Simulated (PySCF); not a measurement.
**How methods differ on the ionisation energy of Te⁺**

Te⁺ [Kr] 4d10 5s2 5p3 (4S) → Te²⁺ [Kr] 4d10 5s2 5p2 (3P), as a difference of total energies. All numbers are calculated (PySCF 2.14, a scalar-relativistic core potential, in def2-SVP with the def2 core potential (28 electrons) (4s4p2d, 26 functions)). Correlated levels: valence: 4s2 4p6 4d10 frozen. The calculations carry no spin-orbit coupling.

```
           method  ionisation energy (eV)
              UHF                  18.357
            M06-L                  18.381
           M06-2X                  18.786
    MP2 (valence)                  18.654
SCS-MP2 (valence)                  18.553
   CCSD (valence)                  18.619
CCSD(T) (valence)                  18.622
```

How much does correlation contribute at CCSD(T) (valence)?

18.622 − (18.357) = 0.265 eV, measured against UHF.

The reference lies between the lowest fine-structure levels, while these numbers refer to the centres of the terms.

Errors of the correlated levels include the incompleteness of this basis and the frozen core.

For comparison: 18.6 ± 0.4 eV (measured; NIST Atomic Spectra Database, ionization energies).
